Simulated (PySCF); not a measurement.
H6OSi2Zn, SMILES [Zn]([SiH3])[O][SiH3]. Atoms are numbered in the order given.

```xyz
10

Zn    -0.1858     0.1340     0.3686
Si    -1.7197     1.3341     1.6650
H     -2.2709     0.4856     2.7675
H     -2.8689     1.8082     0.8318
H     -1.0765     2.5345     2.2853
O      1.0082    -0.8055    -0.5519
Si     1.5998    -1.2155    -2.0211
H      0.5634    -1.8841    -2.8782
H      2.7492    -2.1631    -1.8791
H      2.0896    -0.0184    -2.7846
```

Geometry: PBE0-D3(BJ)/def2-SVP. The structure was generated by enumeration; whether it is a known compound was not checked. The values are those of a single conformer.

These are PySCF with r2SCAN/def2-TZVP values and carry that method's errors.

The molecule is in vacuum.

total energy: -2437.21425 hartree
highest occupied level: -7.07 eV
lowest empty level: -1.49 eV
orbital gap: 5.58 eV
dipole moment: 0.409 e·Å
quadrupole, principal values (traceless, Buckingham form, about the centre of nuclear charge): -7.13, 3.31, 3.83 D·Å
mean static polarisability: 86.4 bohr³ (12.80 Å³)
polarisability, principal values: 71.4, 71.5, 116.3 bohr³
